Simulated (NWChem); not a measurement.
# CH4Al cation; SMILES [CH3][AlH+]

```xyz
6

Al     0.0000     0.0000    -0.7082
C      0.0000     0.0000     1.1907
H      0.2707    -0.9916     1.5666
H     -0.9941     0.2613     1.5666
H      0.7234     0.7302     1.5666
H      0.0000     0.0000    -2.2664
```
Atoms are numbered in this order, from 1.

Level: PBE0-D3(BJ)/def2-TZVP (NWChem), optimised geometry, unscaled harmonic frequencies. 

```csv
frequency (cm⁻¹),IR intensity (km/mol)
366,42.9
366,42.9
683,15.9
714,90.2
714,90.2
1224,2.0
1406,3.8
1406,3.8
2047,11.6
3039,19.4
3134,14.5
3134,14.5
```

```json
{
  "zero_point_energy": "26.1 kcal/mol",
  "thermal correction to the enthalpy at 298.15 K (with zero-point energy)": "29.1 kcal/mol",
  "heat capacity Cv": "11.9 cal/(mol K)",
  "entropy at 298.15 K and 1 atm (symmetry number 3)": "58.5 cal/(mol K)"
}
```

Rigid rotor and harmonic oscillator.
